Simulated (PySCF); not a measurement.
# Ag²⁺: excitation energy

Ag²⁺ [Kr] 4d9 (2D) → Ag²⁺ [Kr] 4d8 5s1 (4F), as a difference of total energies. Computed with PySCF 2.14 in aug-cc-pwCVDZ-PP with ECP28MDF (6s6p5d3f, 70 functions), with a scalar-relativistic core potential. Correlated levels: valence and next inner shell: nothing frozen outside the core potential. The calculations carry no spin-orbit coupling.

```tsv
method	excitation energy (eV)
UHF	7.256
MP2 (valence and next inner shell)	7.717
SCS-MP2 (valence and next inner shell)	7.779
CCSD (valence and next inner shell)	7.535
CCSD(T) (valence and next inner shell)	7.552
```

**Question.** How much does correlation contribute at CCSD(T) (valence and next inner shell)?

**Answer.** 7.552 − (7.256) = 0.296 eV, measured against UHF.
